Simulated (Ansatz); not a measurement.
Cl3Sn, doublet, geometry from GFN2-xTB (such geometries of metal compounds can be far from the true shape) (the spin is typed, not shown lowest) (core potentials on Sn); WB97X-V/def2-SVP (Ansatz, an electronic-structure program).

The Ansatz input:
Ansatz 0.2 input:
```yaml
crystal:
  periodic: [false, false, false]
  atoms:
    - {symbol: Sn, position_ang: [0.08011881, 0.38952516, 0.24394853]}
    - {symbol: Cl, position_ang: [2.10920530, -0.59452107, -0.61815509]}
    - {symbol: Cl, position_ang: [-0.99467821, -1.32262552, 1.56383984]}
    - {symbol: Cl, position_ang: [-1.35017066, 0.77148434, -1.66318043]}
basis:
  gaussian:
    orbitals: def2-SVP
hamiltonian:
  xc: {name: wB97X-V}
magnetization: {spin_polarized: true, initial_magnetization: 1}
```

It wrote (shortened):

```
Functional definition: wB97X-V
816 factors; integrals over basis functions are off by at most 3.7e-4 eV
179 factors; integrals over basis functions are off by at most 1.4e-5 eV
mean field evaluation 1: about -43382.1709 eV, gradient 1.7e1 eV
mean field evaluation 2: about -43383.0435 eV, gradient 1.5e1 eV
mean field evaluation 4: about -43384.2066 eV, gradient 3.7e-1 eV
mean field evaluation 8: about -43384.2582 eV, gradient 5.5e-2 eV
mean field evaluation 16: about -43384.2583 eV, gradient 1.1e-4 eV
mean field -43384.25829362 eV, -1594.3420853840 hartree, gradient 2.4e-5 eV, S^2 0.759095; 0 other end points of the search recorded, 0 dependent functions left out
reference -43384.25829226 eV, -1594.3420853342 hartree; 37, 36 occupied and 43, 44 virtual orbitals, 816 factors
Total energy: -43384.25829226 eV, -1594.3420853342 hartree
```
